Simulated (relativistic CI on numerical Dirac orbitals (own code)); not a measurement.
**Electric-dipole transitions in Lu XII**

These numbers are calculated, not measured: Dirac-Coulomb-Breit CI, KLI orbitals optimised for each configuration, a model potential for QED, unscaled Slater integrals (own radial code, finite nucleus).

CI space (outside the closed core [Kr]): 4d10 4f12 5s2, 4d10 4f11 5s2 5p, 4d10 4f12 5s 5p, 4d10 4f14, 4d10 4f11 5s 5p2, 4d10 4f13 5s, 4d10 4f13 5p, 4d10 4f12 5s 5d, 4d10 4f11 5s2 5d, 4d10 4f10 5s2 5p 6s, 4d10 4f12 5s 5f, 4d10 4f11 5s2 6s, 4d10 4f13 5d, 4d10 4f12 5p 5d, 4d10 4f11 5s2 6p, 4d10 4f12 5s 5g, 4d10 4f11 5s2 5f, 4d10 4f13 6s, 4d9 4f13 5s2, 4d10 4f12 5p 6s, 4d10 4f12 5s 6s, 4d10 4f11 5s2 6d, 4d10 4f13 5f, 4d10 4f12 5s 6p, 4d10 4f11 5s2 7s, 4d10 4f13 5g, 4d10 4f11 5s 6s2, 4d10 4f11 5s2 8s, 4d10 4f12 5s 7s. Double excitations out of closed p, d and f shells are left out; levels of such configurations are missing from the list, as are those of other unlisted configurations, and high levels can miss mixing partners.

| λ vac (Å) | Lower | Upper | A (s⁻¹) | gf | Branching (%) |
| --- | --- | --- | --- | --- | --- |
| 336.82 | 4d10 4f11 5s2 5p 5H_7 [1] | 4d10 4f11 5s 5p2 5I°_6 [373] | 4.66e+08 | 1.03e-01 | 48.1 |
| 353.47 | 4d10 4f11 5s2 5p 5H_7 [1] | 4d10 4f11 5s 5p2 5I°_8 [334] | 5.78e+08 | 1.84e-01 | 64.8 |
| 423.39 | 4d10 4f11 5s2 5p 5H_7 [1] | 4d10 4f11 5s 5p2 3I°_7 [255] | 3.32e+08 | 1.34e-01 | 13.9 |
| 431.10 | 4d10 4f11 5s2 5p 5K_7 [4] | 4d10 4f11 5s 5p2 7F°_6 [266] | 3.85e+08 | 1.39e-01 | 21.3 |
| 434.26 | 4d10 4f11 5s2 5p 3K_8 [2] | 4d10 4f11 5s 5p2 3I°_7 [255] | 1.16e+09 | 4.91e-01 | 48.5 |
| 447.65 | 4d10 4f11 5s2 5p 5H_6 [3] | 4d10 4f11 5s 5p2 3I°_7 [255] | 4.72e+08 | 2.13e-01 | 19.8 |
| 467.75 | 4d10 4f11 5s2 5p 3L_7 [32] | 4d10 4f11 5s 5p2 5L°_6 [299] | 1.28e+09 | 5.44e-01 | 72.3 |
| 469.58 | 4d10 4f11 5s2 5p 3L_8 [24] | 4d10 4f11 5s 5p2 5K°_7 [284] | 1.01e+09 | 4.99e-01 | 58.1 |
| 474.27 | 4d10 4f11 5s2 5p 3I_7 [23] | 4d10 4f11 5s 5p2 5K°_8 [276] | 1.15e+09 | 6.58e-01 | 66.6 |
| 476.40 | 4d10 4f11 5s2 5p 3K_8 [53] | 4d10 4f11 5s 5p2 5L°_9 [322] | 1.28e+09 | 8.25e-01 | 72.7 |
| 480.89 | 4d10 4f11 5s2 5p 5H_6 [3] | 4d10 4f11 5s 5p2 7I°_6 [249] | 2.89e+08 | 1.30e-01 | 20.7 |
| 481.87 | 4d10 4f11 5s2 5p 3K_8 [2] | 4d10 4f11 5s 5p2 7I°_7 [248] | 4.71e+08 | 2.46e-01 | 32.6 |
| 485.13 | 4d10 4f11 5s2 5p 5K_5 [8] | 4d10 4f11 5s 5p2 7K°_4 [252] | 8.62e+08 | 2.74e-01 | 59.0 |
| 485.54 | 4d10 4f11 5s2 5p 5H_7 [1] | 4d10 4f11 5s 5p2 7H°_8 [241] | 1.02e+09 | 6.10e-01 | 67.7 |
| 485.88 | 4d10 4f11 5s2 5p 5K_7 [4] | 4d10 4f11 5s 5p2 7I°_6 [249] | 5.63e+08 | 2.59e-01 | 40.3 |
| 487.26 | 4d10 4f11 5s2 5p 5K_6 [6] | 4d10 4f11 5s 5p2 7K°_5 [251] | 6.90e+08 | 2.70e-01 | 48.0 |
| 493.18 | 4d10 4f12 5s2 3H_6 [35] | 4d10 4f12 5s 5p 5I°_7 [279] | 1.21e+09 | 6.59e-01 | 82.1 |
| 495.31 | 4d10 4f11 5s2 5p 5I_5 [5] | 4d10 4f11 5s 5p2 7I°_6 [249] | 3.22e+08 | 1.54e-01 | 23.1 |
| 498.41 | 4d10 4f11 5s2 5p 5H_6 [3] | 4d10 4f11 5s 5p2 7I°_7 [248] | 4.76e+08 | 2.66e-01 | 33.0 |
| 499.90 | 4d10 4f11 5s2 5p 3K_8 [2] | 4d10 4f11 5s 5p2 7H°_8 [241] | 4.63e+08 | 2.95e-01 | 30.8 |

Terms are leading LS components. Brackets give the number of a level in order of energy, since labels repeat. The list gives strong lines, with weight on those to low levels, without lines whose two gauges differ by over a factor of 2.5, among the lowest 400 of 6558 levels, so that lines to higher ones, which can be the strongest, are missing. Levels whose partners in the same complex of configurations lie outside the list can be far off, and so can their lines. Rates are taken at the computed energies, electric ones in the length gauge.

At this charge transitions that keep the count of f electrons are usually good to a few per cent. Terms inside the open d or f shell come out 10 to 20 % too wide with unscaled integrals. Levels and lines within the n = 5 or 6 shells can be off by up to 10 % or somewhat more, and those that change n by about 2 %, since core polarisation is missing. Levels that differ in their count of f electrons can be misplaced by several ten thousand cm⁻¹, since the correlation energy of f electrons is missing or only estimated; rates across such gaps can be off by orders of magnitude. The computed lowest level isn't the tabulated ground level, which NIST ASD gives as 4f12 5s2 3H6; for such ions that label comes from theory and may be the wrong one.

LS names give the leading component of a level, which can be under half, so a name can repeat, a term be missing and a line seem to break the LS rules.
